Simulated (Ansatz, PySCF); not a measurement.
O3Se, SMILES O=[Se+2]([O-])[O-]. Atoms are numbered in the order given.

```xyz
4

Se     0.0000     0.0000     0.0000
O      1.6066     0.0000     0.0000
O     -0.8033     1.3913     0.0000
O     -0.8033    -1.3913     0.0000
```

Coordinates come from a B3LYP-D3(BJ)/def2-SVP optimisation.

Two levels are set side by side: PBE-D3(BJ)/def2-SVP (Ansatz, a first-principles code) and B3LYP-D3(BJ)/def2-SVP (Ansatz). Each level has its own optimised geometry; the coordinates shown are those of the second. Frequencies come from the Hessian of PySCF at each geometry. Differences are taken from unrounded values.

```
quantity                            B3LYP-D3(BJ)
----------------------------------  ------------
mean bond length (Å)                       1.607
bond Se1–O2 (Å)                            1.607
bond Se1–O3 (Å)                            1.607
bond Se1–O4 (Å)                            1.607
highest harmonic wavenumber (cm⁻¹)          1016
mean harmonic wavenumber (cm⁻¹)              648
zero-point energy (kcal/mol)                5.56
```

What does PBE-D3(BJ) give, and how far is it from B3LYP-D3(BJ)? (An estimate is asked for; the answer gives what the named calculation found.)


```tsv
quantity	PBE-D3(BJ)	PBE-D3(BJ) minus B3LYP-D3(BJ)
mean bond length (Å)	1.624	0.018
bond Se1–O2 (Å)	1.624	0.018
bond Se1–O3 (Å)	1.624	0.018
bond Se1–O4 (Å)	1.624	0.018
highest harmonic wavenumber (cm⁻¹)	982	-34
mean harmonic wavenumber (cm⁻¹)	624	-24
zero-point energy (kcal/mol)	5.35	-0.21
```

Exact exchange shortens and stiffens bonds; PBE has none. Differences between two approximate levels are no errors against the true value.
